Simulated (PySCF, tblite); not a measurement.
Isomers of C5H6OS2. Computed values, GFN2-xTB/tblite, gas phase, harmonic and unscaled. The method is semi-empirical: single wavenumbers can be off by several per cent or more. One conformer each.

Electronic energies: PBE0/pcSseg-1 single points on the GFN2-xTB geometries (PySCF, gas phase).

| SMILES | electronic energy, lowest = 0 (kJ/mol) |
| --- | --- |
| C#C[C@@H]1SS[C@H]1OC | 262.7 |
| CC(=O)CSC=C=S | 111.5 |
| CCc1csc(=S)o1 | 0.0 |

How do GFN2-xTB zero-point energies change the relative energies?

```
              SMILES  ZPE (kJ/mol)  of it from modes above 1550 cm⁻¹  electronic (kJ/mol)  with ZPE, lowest = 0 (kJ/mol)  lowest mode (cm⁻¹)  rings
       CCc1csc(=S)o1         260.2                             119.4                  0.0                            0.0                  38      1
       CC(=O)CSC=C=S         248.7                             130.4                111.5                          100.0                  27      0
C#C[C@@H]1SS[C@H]1OC         252.2                             121.9                262.7                          254.7                  39      1
```

The zero-point energies span 11.5 kJ/mol, from `CC(=O)CSC=C=S` to `CCc1csc(=S)o1`. The order is unchanged.

And how do the electronic energies of GFN2-xTB itself compare?

`CCc1csc(=S)o1` 0.0; `CC(=O)CSC=C=S` 180.2; `C#C[C@@H]1SS[C@H]1OC` 185.3 kJ/mol, lowest = 0. Against the energies above, taken from the same isomer `CCc1csc(=S)o1`, the largest difference is 77.4 kJ/mol.

What do entropy and thermal enthalpy add at 298.15 K and 1 bar (rigid rotor, harmonic oscillator, one conformer each)?

```tsv
SMILES	point group	symmetry number	S (J/(mol K))	H − H(0) (kJ/mol)	ZPE + H − H(0) − TS (kJ/mol)
CCc1csc(=S)o1	C1	1	386.3	24.54	169.6
CC(=O)CSC=C=S	C1	1	429.1	28.97	149.7
C#C[C@@H]1SS[C@H]1OC	C1	1	403.6	27.00	158.8
```
